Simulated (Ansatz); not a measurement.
```yaml
crystal:
  periodic: [false, false, false]
  atoms:
    - {symbol: N, position_ang: [-1.416380, 0.424188, 0.091006]}
    - {symbol: C, position_ang: [-0.444338, -0.105636, -0.779583]}
    - {symbol: Si, position_ang: [1.063013, -0.522108, 0.377919]}
    - {symbol: Cl, position_ang: [1.671739, 1.046818, 1.648798]}
    - {symbol: H, position_ang: [-2.208727, 0.720368, -0.428774]}
    - {symbol: H, position_ang: [-1.215947, 1.067892, 0.662370]}
    - {symbol: H, position_ang: [0.030631, 0.754955, -1.517361]}
    - {symbol: H, position_ang: [-0.689362, -0.907606, -1.261478]}
    - {symbol: H, position_ang: [2.261111, -0.830868, -0.454461]}
    - {symbol: H, position_ang: [0.801765, -1.724655, 1.172243]}
basis:
  gaussian: {orbitals: "6-31++G**"}
total_charge: -1
magnetization: {spin_polarized: true, initial_magnetization: 1}
hamiltonian: {xc: {name: wB97M-V}}
relax: {f_tol: 0.001, max_steps: 2}
```

```sh
$ ansatz run in.yaml --threads 2 --pin off --events-out ev --progress --plain --max-ram 4352MiB
```

Output, abridged:

```
Functional definition: wB97M-V
  name "wB97M-V"
  cite "Mardirossian & Head-Gordon, J. Chem. Phys. 144, 214110 (2016) doi:10.1063/1.4952647"
  cite "Becke, J. Chem. Phys. 107, 8554 (1997) doi:10.1063/1.475007"
  cite "Vydrov & Van Voorhis, J. Chem. Phys. 133, 244103 (2010) doi:10.1063/1.3521275"
  # Of w^i u^j: cxij and so on, Table III.
  parameter omega = 0.3/bohr
  parameter cx = 0.15
  parameter cx01 = 1.007
  parameter cx10 = 0.259
  parameter css00 = 0.443
  parameter css04 = -1.437
  parameter css10 = -4.535
  parameter css20 = -3.390
  parameter css43 = 4.278
  parameter cos00 = 1.000
  parameter cos10 = 1.358
  parameter cos20 = 2.924
  parameter cos21 = -8.812
  parameter cos60 = -1.390
  parameter cos61 = 9.142
  parameter b = 6.0
  parameter c = 0.01
  gx(w, u) = 1 - cx + cx01*u + cx10*w
  gss(w, u) = css00 + css04*u^4 + css10*w + css20*w^2 + css43*w^4*u^3
  gos(w, u) = cos00 + cos10*w + (cos20 + cos21*u)*w^2 + (cos60 + cos61*u)*w^6
  exchange = spin_sum(e_x_unif_sr(omega)*gx(b97_w, b97_u_x)) + cx*exact_x_sr(omega) + exact_x_lr(omega)
  correlation = spin_sum(e_c_pw_mod_same_spin*gss(b97_w, b97_u_same))
      + integral(e_c_pw_mod_opposite_spin*gos(b97_w_opposite, b97_u_opposite)) + vv10(b, c)
1187 factors; integrals over basis functions are off by at most 2.3e-4 eV
403 factors; integrals over basis functions are off by at most 5.1e-7 eV
mean field evaluation 1: about -23017.3815 eV, gradient 2.6e1 eV
mean field evaluation 2: about -23018.3787 eV, gradient 2.4e1 eV
mean field evaluation 4: about -23020.8336 eV, gradient 9.8e-1 eV
mean field evaluation 8: about -23020.8775 eV, gradient 1.3e-1 eV
mean field evaluation 16: about -23020.8846 eV, gradient 3.3e-2 eV
mean field evaluation 32: about -23020.8852 eV, gradient 6.5e-5 eV
mean field -23020.88515860 eV, -846.0019254620 hartree, gradient 8.5e-6 eV, S^2 0.750517; 6 other end points of the search recorded, 0 dependent functions left out
the calculation of the forces begins
reference -23020.88519963 eV, -846.0019269698 hartree; 26, 25 occupied and 94, 95 virtual orbitals, 1187 factors
relax step   1: F+E_penalty+E_count = -23020.88515860 eV  Δ(F+E_penalty+E_count) = +0.000e0 eV  max|allowed force component| = 7.268e0 eV/Å  Δτ_max = 0.0000 Å  (106 SCF iters, accepted)
these checks for a lower state are left out or cut short: starts, cluster_reference, orbital_swaps, neighbouring_geometries, increment
1187 factors; integrals over basis functions are off by at most 2.8e-4 eV
403 factors; integrals over basis functions are off by at most 5.4e-7 eV
mean field -23022.13111752 eV, -846.0477136078 hartree, gradient 2.1e-5 eV, S^2 0.750467; 0 other end points of the search recorded, 0 dependent functions left out
the calculation of the forces begins
reference -23022.13115872 eV, -846.0477151220 hartree; 26, 25 occupied and 94, 95 virtual orbitals, 1187 factors
relax step   2: F+E_penalty+E_count = -23022.13111752 eV  Δ(F+E_penalty+E_count) = -1.246e0 eV  max|allowed force component| = 2.072e0 eV/Å  Δτ_max = 0.1540 Å  (56 SCF iters, accepted)
Error: geometry relaxation did not converge after 2 steps: max|allowed force component| = 2.07e0 eV/Å (threshold 1.0e-3). Raise `relax.max_steps` over both its present limit and 2, loosen `relax.f_tol`, or start from a geometry closer to equilibrium. Where this run's directory can be resumed (`checkpoint.write`), a resume goes on for up to `relax.max_steps` more
```

In this input the relaxation is allowed too few steps for its threshold. The calculation stopped without meeting its thresholds.
